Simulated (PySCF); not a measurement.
C₅H₄F₂O, SMILES C=C=COC=C(F)F. Atoms are numbered in the order given.

```xyz
12

C     -3.1726    -0.0748    -0.8164
C     -2.1838    -0.7643    -0.3072
C     -1.2154    -1.4962     0.1967
O      0.0288    -1.0708     0.5538
C      0.2656     0.2651     0.4946
C      1.4535     0.7231     0.1083
F      1.7644     1.9971     0.1130
F      2.4531    -0.0192    -0.2900
H     -3.9122     0.4283    -0.1810
H     -3.3008     0.0285    -1.9011
H     -1.3360    -2.5656     0.3888
H     -0.5230     0.9569     0.8003
```
Charge 0, spin multiplicity 1.

Geometry optimised at PBE0-D3(BJ)/def2-SVP. The structure was generated by enumeration, and PubChem lists no compound with its InChIKey, so it may never have been made. The values are those of a single conformer.

Method: PySCF with B3LYP/pcSseg-1.

GIAO shieldings, no solvent; atoms listed in one row are averaged. δ = σ(ref) − σ: ¹³C against TMS (σ = 181.3 ppm); ¹⁷O against H2O (σ = 333.8 ppm); ¹⁹F against CFCl3 (σ = 161.7 ppm); ¹H against TMS (σ = 31.68 ppm), references at their B3LYP-D3(BJ)/def2-TZVP geometries, non-relativistic.

Q: Estimate the chemical shifts. (An estimate is asked for; the answer gives what the named calculation found.)

A: 
```csv
nucleus,atoms,count,δ (ppm)
¹³C,C2,1,221.1
¹³C,C6,1,168.9
¹³C,C3,1,130.3
¹³C,C5,1,111.9
¹³C,C1,1,101.1
¹⁷O,O4,1,102.0
¹⁹F,F8,1,-108.1
¹⁹F,F7,1,-128.9
¹H,H11,1,7.24
¹H,"H9, H10",2,6.15
¹H,H12,1,5.97
```
